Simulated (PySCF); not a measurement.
Computed shifts of a molecule C4H5NS2, KT2/pcSseg-1 in PySCF, GIAO, gas phase, equivalent atoms averaged, in ppm (number of nuclei): ¹³C: 157.3 (1), 149.0 (1), 119.4 (1), 18.4 (1). ¹⁵N: 350.4 (1). ¹H: 8.41 (1), 3.58 (1), 2.97 (3). References: ¹³C against TMS (σ = 185.1 ppm); ¹⁵N against NH3 (σ = 266.2 ppm); ³³S against H2S (σ = 723.0 ppm); ¹H against TMS (σ = 31.47 ppm), references at their B3LYP-D3(BJ)/def2-TZVP geometries, non-relativistic. The structure is a stationary point at r2SCAN-D4/def2-SVP. Other conformers were not sampled.

Q: Which structure fits?
A. Cc1ncsc1S
B. CSc1nccs1
C. CSc1cscn1
D. CSc1cncs1

A: A, Cc1ncsc1S
